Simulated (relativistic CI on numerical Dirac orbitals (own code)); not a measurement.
**Hyperfine structure of Tc14+, mass number 99**

Computed by Dirac-Coulomb-Breit CI, orbitals from a KLI potential per configuration, model QED, unscaled Slater integrals (own radial code, finite nucleus).

CI space (outside the closed core [Ar]): 3d10.4s, 3d10.4p, 3d10.4d, 3d10.4f, 3d10.5s, 3d10.5p, 3d10.5d, 3d10.5f, 3d10.5g, 3d10.6s, 3d9.4p2, 3d9.4s2, 3d10.6p, 3d8.4s.4p2, 3d10.6d, 3d10.6f. Levels of other configurations are missing.

Nuclear spin I = 9/2, μ = 5.678 μN, Q = -0.129 b (tables of Stone and Pyykkö). The electronic factors are computed for point nuclear moments, without core polarisation or the Bohr-Weisskopf and QED corrections.

```tsv
Level	E (cm⁻¹)	A (GHz)	B (GHz)
3d10.4s 2S_1/2	0	137.6	
3d10.4p 2P°_1/2	251459	38.87	
3d10.4p 2P°_3/2	287965	6.585	-1.28
3d10.4d 2D_3/2	695544	2.733	-0.177
3d10.4d 2D_5/2	701732	1.146	-0.242
3d10.4f 2F°_5/2	1110276	0.3334	-0.0351
3d10.4f 2F°_7/2	1110399	0.1847	-0.0407
3d10.5s 2S_1/2	1203108	57.84
```

Levels with J = 0, under 50 % of one LS term, or S terms without an open s electron are left out. Small factors come from cancelling terms and can be off by tens of per cent or more.

At this charge energies of transitions that change n are usually good to better than 1 %, and those within a shell (Δn = 0) to a few per cent.

Task: Give the hyperfine levels of 3d10.4s 2S_1/2 relative to its centre of gravity.

Result: With K = F(F + 1) − I(I + 1) − J(J + 1), E = AK/2: F = 4: -378.4, F = 5: 309.6 GHz.

LS names give the leading component of a level, which can be under half, so a name can repeat, a term be missing and a line seem to break the LS rules.
